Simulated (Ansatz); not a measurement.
Reaction (ligand exchange at the Si–C bond): `COC(O)[SiH3]` + `CSS` → `CSS[SiH3]` + `COCO`

Computed with Ansatz on PBE0-D4/def2-TZVP structures; ΔE is electronic, products minus reactants. CCSD(T)/CBS adds triple-zeta CCSD(T) − MP2 to the extrapolated MP2 energy (def2 sets, frozen cores). This one scheme is used for every species. Functionals use def2-TZVPP. B3LYP here is the variant with VWN-RPA as its local correlation; programs differ in this. Each species was taken in one conformer, which may not be the lowest.

```
       level  ΔE (kcal/mol)
     PBE0-D4          -22.8
     ωB97M-V          -21.5
       B3LYP          -21.0
HF/CBS(def2)          -22.5
```

(1) What does CCSD(T)/CBS give? (Best estimate.)

Largest T1 diagnostic among the species: 0.012.

## Answers

(1) Computed: -22.5 kcal/mol. The listed levels differ from it by -0.3, 1.0, 1.5, 0.0 kcal/mol.

From PBE to PBE0 (25 % exact exchange), in def2-TZVPP and without D4, ΔE moves by −0.8 kcal/mol.

CCSD(T)/CBS has its own doubt, a few kJ/mol and more with outer-core shells, so smaller differences from it don't rank the levels.
